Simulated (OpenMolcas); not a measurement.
Pd3+ (d7) in a complex was computed by CASSCF with the d shell active (OpenMolcas, ANO-RCC-VDZP on the metal). Its lowest spin-free states, and all those of the highest spin:

| 2S+1 | Degeneracy | E (cm-1) |
| --- | --- | --- |
| 2 | 2 | 0.0 |
| 4 | 3 | 1347 |
| 2 | 3 | 15024 |
| 2 | 3 | 15551 |
| 4 | 3 | 16883 |
| 2 | 3 | 19962 |
| 4 | 3 | 27934 |
| 2 | 3 | 29027 |
| 2 | 1 | 30877 |
| 2 | 3 | 33548 |
| 4 | 1 | 34092 |
| 2 | 2 | 35774 |

Problem. Is the site octahedral, tetrahedral or cube-like, axial, or of lower symmetry?

Solution. The states with 2S+1 = 4 have orbital degeneracies 3, 3, 3, 1. Threefold states need a cubic site. For d7 at this spin an octahedron puts the threefold T1 below the threefold T2 and a tetrahedron or cube puts the single A2 below the threefold T2, so the site is octahedral. The run had Pd3+ with 6 ligands (water) in octahedral coordination (Th) at 2.12 Å. Ligand basis ANO-RCC-VDZP.

Spin-orbit coupling mixes the spin-free states strongly: the lowest level takes only 69 % from its leading state, 2E. An orbital doublet at a regular site is open to a Jahn-Teller distortion, which this geometry leaves out. Without dynamic correlation the repulsion within the d shell is too large (B by tens of per cent), so at a given field states of lower spin stand too high. This shell can be high or low spin here, a state of another spin lies low, and with metal d orbitals alone active their balance is uncertain, so the ground spin may be wrong, although the usual error favours high spin. The least metal-like active orbital is 78 % on the metal (Löwdin) and no ligand orbital is active, so the numbers are rough. With metal d orbitals alone the field can be off either way by tens of per cent. Ligand-to-metal charge-transfer states are missing. With no ligand orbital active B as a rule stays too high, so bands that hang on it stand too high and its fall with covalency is understated. No measured value stands beside these numbers; the geometry is a model, was not optimised and need not be the one that this ion takes.
